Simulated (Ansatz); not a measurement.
Wavefunction ladder for `C[CH2][GeH]([CH2]C)[CH2]C`

Z-matrix (Å, degrees):
```
C
C 1 1.523
H 1 1.094 2 111.6
H 1 1.094 2 111.6 3 119.9
H 1 1.094 2 111.8 3 -120.1
Ge 2 1.967 1 113.0 3 -59.9
H 2 1.094 1 110.7 3 61.4
H 2 1.094 1 110.7 3 178.7
C 6 1.965 2 109.9 1 60.8
C 6 1.965 2 109.9 1 -60.9
H 6 1.551 2 108.7 1 180.0
C 9 1.523 6 113.5 2 56.4
H 9 1.095 6 107.8 2 -66.4
H 9 1.094 6 107.8 2 179.3
C 10 1.523 6 113.5 2 -56.4
H 10 1.095 6 107.9 2 66.4
H 10 1.094 6 107.8 2 -179.3
H 12 1.094 9 111.5 6 59.0
H 12 1.094 9 111.8 6 179.2
H 12 1.093 9 111.6 6 -60.7
H 15 1.094 10 111.8 6 -179.2
H 15 1.094 10 111.6 6 60.7
H 15 1.094 10 111.5 6 -59.1
```

Total charge 0; spin multiplicity 1. Correlated methods include outer-core shells of Ge, which these sets cover unevenly. Scalar relativity is left out up to krypton. Geometry: relaxed with PBE0-D4/def2-TZVP. It is one conformer, not always the lowest. Frozen core, restricted reference, Ansatz 0.2.0.

```
     basis      HF (Eh)  MP2 corr.  CCSD corr.       (T)  CCSD(T) total
  def2-SVP  -2311.46483   -1.11170    -1.20051  -0.03587    -2312.70121
def2-TZVPP  -2311.98606   -1.33658    -1.41275  -0.05478    -2313.45359
def2-QZVPP  -2312.03853   -1.66586           –         –              –
```
